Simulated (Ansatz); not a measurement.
[Cu(H2O)2]+ (CuO2H4⁺). The state is a singlet with charge 1. Geometry PBE0-D4/def2-TZVP, basis def2-TZVP, Ansatz.

```
run  HOMO (eV)  LUMO (eV)
  A     -10.75      -6.39
  B     -14.00      -4.89
  C     -10.61      -6.76
  D     -11.02      -7.03
  E     -10.72      -6.85
  F     -15.21      -3.49
```

LC-ωPBE has ω = 0.4 bohr⁻¹.

Question: The runs used CAM-B3LYP, LC-ωPBE, LDA (SPW92), PBE, r2SCAN, revPBE. Estimate which is which.

Answer: A r2SCAN (0 % exact exchange); B CAM-B3LYP (range-separated); C revPBE (0 % exact exchange); D LDA (SPW92) (0 % exact exchange); E PBE (0 % exact exchange); F LC-ωPBE (range-separated). Exact exchange lowers occupied and raises empty levels; among semilocal functionals meta-GGAs tend to open the gap a little, and such runs are hard to tell apart. The gap grows from 3.85 eV (revPBE) to 11.72 eV (LC-ωPBE).
